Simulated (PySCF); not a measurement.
Species: C5H6O2SSi.
Z-matrix (Å and degrees, GFN2-xTB geometry), rows numbered from 1:
```
O 
C   1  1.2050
C   2  1.4414  1  125.72
C   3  1.3592  2  121.74  1   179.76
S   4  1.7494  3  125.35  2  -179.85
Si  5  2.1700  4  106.05  3     4.29
C   4  1.4317  3  118.57  2     0.27
C   7  1.3451  4  118.20  3    -0.17
O   8  1.3306  7  124.07  4     0.00
H   3  1.0781  2  115.23  1    -0.35
H   6  1.4560  5  107.07  4    58.02
H   6  1.4524  5  100.43  4   176.92
H   6  1.4566  5  107.78  4   -64.36
H   7  1.0751  4  119.92  3   179.91
H   8  1.0812  7  123.64  4  -179.99
```

Definitions: NICS(0) = −σiso at the ring centroid; NICS(1) = −σiso and NICS(1)zz = −σzz at ±1 Å along the ring normal z. Level: GIAO PBE0/pcSseg-1 (PySCF, non-relativistic, gas phase) on the GFN2-xTB geometry, one conformer.

Ring bond lengths (Å), with Mayer bond orders in brackets: C2–C3 1.441 (1.16), C3–C4 1.359 (1.47), C4–C7 1.432 (1.14), C7–C8 1.345 (1.69), C8–O9 1.331 (1.09), O9–C2 1.386 (0.93).

Task: Give the NICS values of each ring in ppm.

Result: 
```tsv
ring	type	NICS(0)	NICS(1), two faces	NICS(1)zz, two faces	rms pucker (Å)	centre to ring atoms, mean (Å)
C2–C3–C4–C7–C8–O9	6-membered ring with O; bonds drawn aromatic by RDKit's count	-0.9	-3.7 / -3.8	-5.3 / -5.3	0.00	1.38
```

Task: What do they say, and how far can they be read as aromaticity?

Result: 
- C2–C3–C4–C7–C8–O9: mean NICS(1)zz -5.3 ppm, shielded. That is too small in size for a clear verdict by the NICS criterion.

Task: How equal are the bonds by HOMA? HOMA takes Krygowski's 1993 parameters.

Result: 
- C2–C3–C4–C7–C8–O9: HOMA 0.18; the largest term is that of O9–C2, α(R − Ropt)² = 2.32. The geometric and the magnetic index point the same way.

Task: Give the inner angles of the rings and the Hirshfeld charges of the ring atoms.

Result: 
- C2–C3–C4–C7–C8–O9: C2 116.3° (+0.182 e), C3 121.7° (-0.092 e), C4 118.6° (+0.003 e), C7 118.2° (-0.088 e), C8 124.1° (+0.063 e), O9 121.2° (-0.068 e); sum 720.0° against 720° for a flat convex ring.

Task: What are the shieldings of the ring atoms and their hydrogens in the same run (means over atoms taken as equivalent)?

Result: 
| atoms | environment | σ isotropic (ppm) | principal values of the symmetric part, first atom (ppm) |
| --- | --- | --- | --- |
| C2 | ring carbonyl carbon | 25.1 | -77.2, 69.8, 82.6 |
| C3 | unsaturated ring CH carbon | 70.5 | -12.9, 83.7, 140.6 |
| C4 | unsaturated ring carbon | 23.3 | -80.0, -4.1, 154.1 |
| C7 | unsaturated ring CH carbon | 73.7 | -28.0, 90.7, 158.5 |
| C8 | unsaturated ring CH carbon | 28.9 | -66.6, 42.4, 110.9 |
| O9 | ring oxygen | 38.7 | -162.3, 6.6, 271.9 |
| H10 | hydrogen on carbon | 25.91 | 21.4, 24.4, 31.9 |
| H14 | hydrogen on carbon | 25.63 | 23.2, 24.0, 29.7 |
| H15 | hydrogen on carbon | 24.18 | 20.5, 25.5, 26.6 |
